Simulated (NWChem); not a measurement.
System meant: C$_{2}$H$_{6}$ClSi, doublet; SMILES C[Si](C)Cl

Input file for NWChem:

```
start job
memory heap 200 mb stack 900 mb global 1100 mb
geometry units angstroms noautoz
  C     -0.237057    -1.180014    -1.557903
  Si     0.456718    -0.390790     0.000000
  C     -0.237057    -1.180014     1.557903
  Cl    -0.079515     1.631297     0.000000
  H      0.163918    -0.696913    -2.460977
  H      0.021464    -2.250189    -1.591847
  H     -1.336058    -1.084857    -1.574292
  H     -1.336058    -1.084857     1.574292
  H      0.163918    -0.696913     2.460977
  H      0.021464    -2.250189     1.591847
end
basis spherical
  C library def2-svp
  Si library def2-svp
  Cl library def2-svp
  H library def2-svp
end
dft
  odft
  mult 3
  xc b3lyp
  iterations 150
  mulliken
end
task dft energy
```

End of the output:

```
 Summary of "ao basis" -> "" (spherical)
 ------------------------------------------------------------------------------
       Tag                 Description            Shells   Functions and Types
 ---------------- ------------------------------  ------  ---------------------
 C                          def2-svp                 6       14   3s2p1d
 Si                         def2-svp                 8       18   4s3p1d
 Cl                         def2-svp                 8       18   4s3p1d
 H                          def2-svp                 3        5   2s1p

                                 NWChem DFT Module
                                 -----------------

 Summary of "ao basis" -> "ao basis" (spherical)
 ------------------------------------------------------------------------------
       Tag                 Description            Shells   Functions and Types
 ---------------- ------------------------------  ------  ---------------------
 C                          def2-svp                 6       14   3s2p1d
 Si                         def2-svp                 8       18   4s3p1d
 Cl                         def2-svp                 8       18   4s3p1d
 H                          def2-svp                 3        5   2s1p

      Symmetry analysis of basis
      --------------------------

        a'         55
        a"         39

  number of electrons :                   49
  multiplicity        :                    3
 ------------------------------------------------------------------------
  no. of electrons and multiplicity not compatible                  49
 ------------------------------------------------------------------------
 ------------------------------------------------------------------------
  current input line :
    28: task dft energy
 ------------------------------------------------------------------------
 ------------------------------------------------------------------------
 There is an error in the input file
 ------------------------------------------------------------------------
 For more information see the NWChem manual at https://nwchemgit.github.io

0: no. of electrons and multiplicity not compatible:Received an Error in Communication
```

Task: Find the fault in this run and fix the input.

Result: The program refused the input. Cause: the multiplicity doesn't fit the number of electrons (an even count wants an odd multiplicity, and the reverse). This input runs:
```
start job
memory heap 200 mb stack 900 mb global 1100 mb
geometry units angstroms noautoz
  C     -0.237057    -1.180014    -1.557903
  Si     0.456718    -0.390790     0.000000
  C     -0.237057    -1.180014     1.557903
  Cl    -0.079515     1.631297     0.000000
  H      0.163918    -0.696913    -2.460977
  H      0.021464    -2.250189    -1.591847
  H     -1.336058    -1.084857    -1.574292
  H     -1.336058    -1.084857     1.574292
  H      0.163918    -0.696913     2.460977
  H      0.021464    -2.250189     1.591847
end
basis spherical
  C library def2-svp
  Si library def2-svp
  Cl library def2-svp
  H library def2-svp
end
dft
  odft
  mult 2
  xc b3lyp
  iterations 150
  mulliken
end
task dft energy
```
It converges to -829.27934 Ha (B3LYP/def2-SVP, spin-unrestricted).
